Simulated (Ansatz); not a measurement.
This Ansatz (an electronic-structure program) input (B3LYP/6-311++G(2d,2p)) gives -132.80048 Eh with 111 basis functions. A basis named .json is the Basis Set Exchange file of that set (core-valence sets with the plain set on hydrogen).

Ansatz 0.2 input:
```yaml
crystal:
  periodic: [false, false, false]
  atoms:
    - {symbol: C, position_ang: [-3.37325940, -2.67979639, 1.48800768]}
    - {symbol: C, position_ang: [-2.52021279, -2.21188982, 2.56766054]}
    - {symbol: N, position_ang: [-1.83801061, -1.83488122, 3.41249135]}
    - {symbol: H, position_ang: [-4.22332694, -3.23126523, 1.89001435]}
    - {symbol: H, position_ang: [-3.74175526, -1.83074215, 0.91184009]}
    - {symbol: H, position_ang: [-2.80794412, -3.33416434, 0.82412262]}
basis:
  gaussian:
    orbitals: 6-311++G_2d_2p_.json
hamiltonian:
  xc: {name: B3LYP}
magnetization: {spin_polarized: false}
```

Change:
```diff
- orbitals: 6-311++G_2d_2p_.json
+ orbitals: cc-pV_T+d_Z.json
```

Question: What does the run give now?

Answer: -132.80678 Eh (B3LYP/cc-pV(T+d)Z, 132 functions), a change of -6.30 mEh.
